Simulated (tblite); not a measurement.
Task: Give a GFN2-xTB geometry of `Cc1c(C(C)=O)nccp1`.

Result: 
Z-matrix in Å and degrees, rows numbered from 1:
```
C 
C   1  1.5033
O   2  1.2100  1  122.33
C   2  1.5003  1  114.38  3  -179.99
N   4  1.3344  2  112.86  1     0.10
C   5  1.3117  4  122.38  2   179.99
C   6  1.3840  5  126.52  4     0.00
P   7  1.7282  6  123.24  5    -0.00
C   4  1.3956  2  121.55  1  -179.90
C   9  1.4953  4  122.49  2     0.03
H   1  1.0867  2  109.55  3  -121.37
H   1  1.0868  2  109.51  3   121.02
H   1  1.0866  2  109.63  3    -0.17
H   6  1.0855  5  114.14  4  -179.97
H   7  1.0821  6  118.86  5   179.98
H  10  1.0895  9  110.62  4    58.97
H  10  1.0901  9  110.41  4  -179.95
H  10  1.0894  9  110.62  4   -58.88
```

The 6-membered ring C4–N5–C6–C7–P8–C9 has internal angles of 100.0° to 126.5°; it is planar, 0.00 Å rms from its mean plane, widest ring torsion 0°. The C–C distances run from 1.384 Å (C6–C7, aromatic) to 1.503 Å (C1–C2, drawn single), a spread of 0.119 Å. P8 (phosphorus bonded to 2 C) is bent (angle 100.0°). Of the pairs four or more bonds apart, O3···C10 is among the closest relative to their van der Waals radii: 2.71 Å, 84 % of the sum of Bondi's values.

Computed geometry: GFN2-xTB, gas phase.

Point group: Cs (tolerance 0.08 Å). Its GFN2-xTB frequencies are all real (lowest 19 cm⁻¹). The numbers are those of one conformer (C1–C2–C4–N5 0°).
